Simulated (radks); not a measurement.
In III, 47 electrons, occupied as [Kr] 4d9 5s1 4f1 (not the ground configuration).

Method: scalar-relativistic Kohn-Sham, r2SCAN, spin-polarised, spherical densities, finite nucleus; open shells are filled with parallel spins first (spin-orbit coupling, left out, can overturn this in heavy ions); meta-GGA in the generalised Kohn-Sham scheme; Fermi nuclear charge, rms radius 4.6156 fm; computed with a radial shooting solver on a logarithmic mesh with Libxc functionals.

Energy parts (eV):
part                       energy
total                 -160005.128
kinetic                166778.908
electron-nucleus      -385510.724
Hartree                 63054.828
exchange-correlation    -4328.140

Orbitals (lengths in bohr, moments of r in powers of bohr; <r^-3> diverges for s and p1/2; r(max) is where P^2 peaks):
orbital  occ.  eigenvalue (eV)      <r^4>     <r^2>   <r^-3>   r(max)
1s up       1        -27836.70  3.725e-06  0.001195        -  0.01922
1s down     1        -27836.66  3.725e-06  0.001195        -  0.01922
2s up       1        -4209.358  0.0006517   0.01946        -   0.1085
2s down     1        -4208.996  0.0006516   0.01946        -   0.1085
2p up       3        -3778.303  0.0004690   0.01537     4374  0.08694
2p down     3        -3778.023  0.0004690   0.01537     4375  0.08694
3s up       1        -829.5839    0.02926    0.1383        -   0.3150
3s down     1        -829.4577    0.02924    0.1383        -   0.3150
3p up       3        -687.3881    0.03117    0.1394    804.2   0.3085
3p down     3        -687.2189    0.03114    0.1394    803.9   0.3085
3d up       5        -467.1735    0.02899    0.1249    109.9   0.2587
3d down     5        -466.8657    0.02896    0.1249    109.9   0.2587
4s up       1        -153.0857     0.9768    0.8104        -   0.7700
4s down     1        -151.8181     0.9724    0.8093        -   0.7699
4p up       3        -110.3139      1.418    0.9577    140.1   0.8148
4p down     3        -109.0071      1.402    0.9542    140.4   0.8145
4d up       5         -48.0222      3.949     1.491    13.24   0.9198
4d down     4         -46.5113      3.774     1.464    13.41   0.9186
4f up       1          -6.3653       1515     30.77  0.03949    4.618
5s up       1         -30.0575      42.97     5.393        -    1.956
5s down     0         -27.3357      43.33     5.404        -    1.953

The highest occupied level is 4f up at -6.365 eV. The configuration is held as typed, so some empty levels lie below it. Summed over all electrons, <r^2> = 59.32 bohr^2, which gives a Langevin (diamagnetic) susceptibility term of -47 x 10^-6 cm^3/mol. The electron density at the nucleus is 1.794e+05 e/bohr^3 (large components only). The density falls to 0.001 e/bohr^3 at r = 4.25 bohr. Spin moment in Bohr magnetons: 3. The spin density at the nucleus is 47.07 e/bohr^3 (1s 0.35, 2s -0.64, 3s 0.67, 4s -0.41, 5s 47.10).
